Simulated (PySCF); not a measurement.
# Polarisability and C₆ of Br(2+) (bromine, charge +2)

[Ar] 3d10 4s2 4p3, high-spin 4S determinant. Computed with PySCF 2.14 in ANO-RCC-VTZP (6s5p3d1f, 43 functions), with the spin-free X2C one-electron Hamiltonian (Gaussian nucleus). Coupled (time-dependent) response in atomic units; α is the mean over directions. The basis has no added diffuse functions, which lowers α and C₆.

```
method  mean α (bohr³)  C₆ (like pair)  S(−4)
   UHF           8.392           40.03  16.20
   PBE           8.263           39.34  14.97
  PBE0           8.248           39.21  14.99
 B3LYP           8.200           38.87  14.78
 HSE06           8.257           39.30  14.98
```

S(−4) is the Cauchy moment in α(ω) = α(0) + S(−4) ω² + …

α(iu) at PBE0:

```csv
u (hartree),α(iu) (bohr³)
0,8.248
0.0500,8.210
0.100,8.101
0.200,7.692
0.300,7.102
0.500,5.724
0.750,4.183
1.00,3.066
1.50,1.778
2.00,1.145
3.00,0.5902
5.00,0.2444
```

A single London oscillator, α(iu) = α/(1 + u²/ω²), gives C₆ = (3/4) ω α². Matching the computed C₆ needs ω = 4 × 39.21 / (3 × 8.248²) = 0.768 hartree.

For an ion, C₆ is the dispersion term alone; charge-induced terms of lower order in 1/R come first.
